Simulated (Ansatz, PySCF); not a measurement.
Species: C4H7O, net charge 0, doublet state. It need not be the lowest isomer of its formula. 
Structure (B3LYP-D3(BJ)/def2-TZVP (Ansatz, a first-principles code) minimum search):
```
C
H 1 1.0921
H 1 1.0921 2 106.23
C 1 1.5254 2 110.25 3 119.44
H 4 1.0912 1 111.03 2 -58.48
H 4 1.0925 5 107.71 1 122.06
H 4 1.0925 5 107.71 6 115.88
C 1 1.5299 2 108.98 3 -117.27
H 8 1.0946 1 111.74 2 -63.41
H 8 1.0946 9 105.27 1 121.48
C 8 1.5122 9 106.39 10 112.65
O 11 1.1795 8 128.53 9 124.06
```
Charge 0, spin multiplicity 2.

Total electronic energies in hartree. Correlated levels leave the core frozen unless marked. Open shells are spin-unrestricted. No spin-orbit coupling. No relativistic terms. Basis-set limits of correlation are two-point, X^-3; Hartree-Fock from the larger set. The bracket is a focal-point correction in the basis named.

```
level                                                     program  energy (Eh)
-------------------------------------------------  --------------  -----------
HF/STO-3G                                                  Ansatz   -227.48652
PBE-D3(BJ)/def2-TZVPD                              Ansatz + dftd3   -231.61176
r2SCAN-D4/def2-TZVPD                               Ansatz + dftd4   -231.76587
B3LYP/def2-TZVPD                                            PySCF   -231.90673
r2SCAN0-D4/def2-TZVPD                              Ansatz + dftd4   -231.73896
HSE06-D3(BJ)/def2-TZVPD                            Ansatz + dftd3   -231.61561
CAM-B3LYP-D3(BJ)/def2-TZVPD                        Ansatz + dftd3   -231.78928
CAM-B3LYP-D4/def2-TZVPD                            Ansatz + dftd4   -231.78941
CAM-B3LYP/def2-TZVPD                                       Ansatz   -231.78341
B2PLYP/def2-TZVPD                                          Ansatz   -231.69848
MP2/6-31G*                                                 Ansatz   -231.04245
SCS-MP2/STO-3G                                             Ansatz   -227.75758
SCS-MP2/6-31G*                                             Ansatz   -231.02990
RI-MP2/CBS(cc-pVTZ,cc-pVQZ)+[CCSD(T)-MP2]/cc-pVDZ          Ansatz    -231.5314
RI-MP2/CBS(cc-pVTZ,cc-pVQZ)+[CCSD(T)-MP2]/cc-pVTZ          Ansatz    -231.5335
```

Totals of different functionals don't rank their quality; only differences between species are comparable.
